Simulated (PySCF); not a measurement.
## Unknowns

Method: structure optimised with GFN2-xTB, shielding tensors at PBE0/pcSseg-1 (GIAO), in PySCF (relativity neglected, gas phase, fast rotation and ring inversion assumed for equivalent nuclei, one conformer).

References, each an isolated molecule treated in the same way: ¹H (σ = 31.72 ppm) and ¹³C (σ = 186.93 ppm) vs TMS. Splittings of carbon signals by F and P are missing where no couplings were computed. Where no couplings were computed, multiplicities follow the n + 1 count of equivalent neighbours, and m marks all less simple cases (inequivalent or close neighbours, rings, F or P nearby). Shifts are as computed. Against solution values, carbons near 30 ppm lie about +3 ppm off and those near 130 ppm about +5 ppm. Of 1309 compounds with measured shifts, 239 miss one by over three times the rms of a fit or turn the order of signals round; such compounds aren't used in these exercises.

Question: C4H5F5O. ¹H NMR (400 MHz, computed): δ 3.88 (m, 2H), 3.63 (s, 3H). ¹³C{¹H} NMR (computed): δ 128.7, 121.0, 74.6, 61.9. Give a structure.

Answer: SMILES COCC(F)(F)C(F)(F)F. Rings plus π bonds: 0. 4 carbon signals for 4 carbons: no two carbons are equivalent. Carbon types of the structure: 2 × C, 1 × CH2, 1 × CH3, which accounts for all hydrogens. δC 128.7: CF3 carbon; 3 electronegative neighbours deshield it. δC 121.0: fully substituted sp3 carbon bonded to 2 F; 2 electronegative neighbours deshield it. δC 74.6: sp3 CH2 bonded to O; pulled downfield by the heteroatom. δC 61.9: methyl carbon bonded to O; the inductive effect lowers its shielding.

The shifts were computed for this structure.

Question: C5H9FOSi. ¹H NMR (500 MHz, computed): δ 5.52 (s, 2H), 5.34 (s, 2H), 4.33 (m, 2H), 0.29 (t, 3H). ¹³C{¹H} NMR (computed): δ 164.8 (C), 139.0 (C), 78.9 (CH2), 76.7 (CH2), -6.2 (CH3). Give a structure.

Answer: `C1C(=C([SiH2]C)F)CO1`. Rings plus π bonds: 2 (1 ring in the answer). 5 carbon signals for 5 carbons: no two carbons are equivalent. Carbon types of the structure: 2 × C, 2 × CH2, 1 × CH3, leaving 2 H on heteroatoms. δC 164.8, 139.0: fully substituted alkene carbon; an sp2 carbon of a C=C bond. δC 78.9, 76.7: allylic sp3 CH2 bonded to O; pulled downfield by the heteroatom. δC -6.2: methyl carbon bonded to Si; an electropositive neighbour leaves it electron-rich and shielded. δH 5.52, 5.34: hydrogen on an allylic sp3 CH2 bonded to O; its carbon carries O, hence the downfield position.

This is the structure that produced the data.
